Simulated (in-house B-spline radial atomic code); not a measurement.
Ionisation energies along the 6-electron series, configuration 1s2 2s2 2p1/2(2), as differences of self-consistent energies. Dirac energy differences include first-order Breit, QED and recoil terms. NIST's values go from ground level to ground level; the uncertainty of those that are theory runs from under 0.1 % in few-electron ions to several per cent in heavy many-electron ones. Computed with a radial B-spline atomic code at the basis-set limit: Dirac-Hartree-Fock, jj configuration that fills j = l - 1/2 first, finite nuclei.

A number in brackets counts the electrons of a j subshell.

```tsv
ion	configuration after	ionisation energy (eV)	IE/(q+1)² (eV)	-ε less Coulomb ΔSCF (eV)	Breit and QED recoil part (eV)	tabulated value (eV)	computed minus tabulated (eV)
Pd40+	[He] 2s2 2p1/2(1)	6249.5	3.7177	1.3352	-7.7872	6242	7
Ag41+	[He] 2s2 2p1/2(1)	6559.8	3.7187	1.3426	-8.3756	6551	9
Cd42+	[He] 2s2 2p1/2(1)	?	?	?	?	?	?
In43+	[He] 2s2 2p1/2(1)	7205.5	3.7219	1.3581	-9.6473	7196	10
Sn44+	[He] 2s2 2p1/2(1)	7541.0	3.724	1.3662	-10.333	7531	10
Sb45+	[He] 2s2 2p1/2(1)	7885.1	3.7264	1.3745	-11.054	7887	-2
Te46+	[He] 2s2 2p1/2(1)	8237.8	3.7292	1.3831	-11.811	8240	-2
I47+	[He] 2s2 2p1/2(1)	8599.3	3.7323	1.392	-12.607	8601	-2
Xe48+	[He] 2s2 2p1/2(1)	8969.5	3.7357	1.4012	-13.441	8971	-1
Cs49+	[He] 2s2 2p1/2(1)	9348.7	3.7395	1.4106	-14.315	9350	-1
Ba50+	[He] 2s2 2p1/2(1)	?	?	?	?	?	?
La51+	[He] 2s2 2p1/2(1)	?	?	?	?	?	?
Ce52+	[He] 2s2 2p1/2(1)	10541.0	3.7526	1.4408	-17.196	10542	-1
Pr53+	[He] 2s2 2p1/2(1)	10957.0	3.7576	1.4515	-18.247	10959	-2
Nd54+	[He] 2s2 2p1/2(1)	11382.6	3.7628	1.4625	-19.346	11384	-1
Pm55+	[He] 2s2 2p1/2(1)	11817.7	3.7684	1.4739	-20.496	11819	-1
Sm56+	[He] 2s2 2p1/2(1)	12262.6	3.7743	1.4856	-21.697	12264	-1
Eu57+	[He] 2s2 2p1/2(1)	12717.4	3.7804	1.4977	-22.953	12718	-1
```

Problem. Fill in the row of Cd42+.

Solution. ionisation energy (eV): 6878.5; IE/(q+1)² (eV): 3.7201; -ε less Coulomb ΔSCF (eV): 1.3502; Breit and QED recoil part (eV): -8.9949; tabulated value (eV): 6869; computed minus tabulated (eV): 9.

Problem. Fill in the row of Ba50+.

Solution. ionisation energy (eV): 9737.0; IE/(q+1)² (eV): 3.7436; -ε less Coulomb ΔSCF (eV): 1.4204; Breit and QED recoil part (eV): -15.231; tabulated value (eV): 9739; computed minus tabulated (eV): -2.

Problem. Fill in the row of La51+.

Solution. ionisation energy (eV): 10134.4; IE/(q+1)² (eV): 3.7479; -ε less Coulomb ΔSCF (eV): 1.4304; Breit and QED recoil part (eV): -16.191; tabulated value (eV): 10136; computed minus tabulated (eV): -2.

Problem. How far is this level of theory from the measured and semi-empirical values?

Solution. Over those 5 rows the differences run from +7.46 to +10 eV (mean absolute value 9.1 eV). The calculation leaves out correlation and, in open shells, the multiplet splittings that an average leaves out.
